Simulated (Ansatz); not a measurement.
`O=CB[SiH3]` + `[OH][Ge][F]` → `[F][Ge][O][SiH3]` + `BC=O` at 700 K and 1 bar (cleavage of the Si–B bond).

Program: Ansatz. Geometries: PBE0-D4/def2-TZVP. ΔE: electronic, gas phase. CBS: MP2 limit from def2 TZ/QZ plus the TZ coupled-cluster correction, frozen cores. For Ge outer-core shells are correlated without core-valence functions, which leaves a few kJ/mol of doubt a bond. Scalar relativity is left out up to krypton. One conformer a species, not always the lowest.

```json
{"species": "`O=CB[SiH3]`", "CCSD(T)/CBS energy (Eh)": "-430.03905", "H − E (kJ/mol)": "213.0", "S (J/(mol·K))": "431.2"}
{"species": "`[OH][Ge][F]`", "CCSD(T)/CBS energy (Eh)": "-2251.74560", "H − E (kJ/mol)": "79.1", "S (J/(mol·K))": "334.9"}
{"species": "`[F][Ge][O][SiH3]`", "CCSD(T)/CBS energy (Eh)": "-2542.06230", "H − E (kJ/mol)": "144.9", "S (J/(mol·K))": "435.6"}
{"species": "`BC=O`", "CCSD(T)/CBS energy (Eh)": "-139.76288", "H − E (kJ/mol)": "143.8", "S (J/(mol·K))": "330.2"}
```

H − E and S are ideal-gas, rigid-rotor, harmonic terms from PBE0-D4/def2-TZVP, for one conformer and one mirror image of each species. 1 Eh = 2625.50 kJ/mol, R = 8.31446 J/(mol·K).

Question: By hand: ΔE, ΔH, ΔS and ΔG.

Answer: ΔE = (-2542.06230) + (-139.76288) − (-430.03905) − (-2251.74560) = -0.04053 Eh = -106.4 kJ/mol. Δ(H − E) = 144.9 + 143.8 − 213.0 − 79.1 = -3.4, so ΔH = -109.8 kJ/mol. ΔS = 435.6 + 330.2 − 431.2 − 334.9 = -0.3 J/(mol·K). ΔG = -109.8 − 700 × (-0.3)/1000 = -109.6 kJ/mol.

Question: By hand: the equilibrium constant, and the temperature at which ΔG would vanish if ΔH and ΔS stayed fixed.

Answer: log₁₀ K = −ΔG/(RT ln 10) = 8.2. ΔG = 0 at ΔH/ΔS = 366000 K, far beyond where these terms or the molecules hold.

The number of gas molecules stays the same, so ΔS is small and ΔH decides. A doubt of 5 kJ/mol in ΔE shifts log₁₀ K by 0.4 here. Other conformers and mirror images would add mixing entropy, several J/(mol·K) or more a flexible species. These are equilibria of isolated gas molecules and say nothing of rates. Largest T1 diagnostic: 0.021 (customary marks: 0.02 for closed shells, 0.045 for open ones).
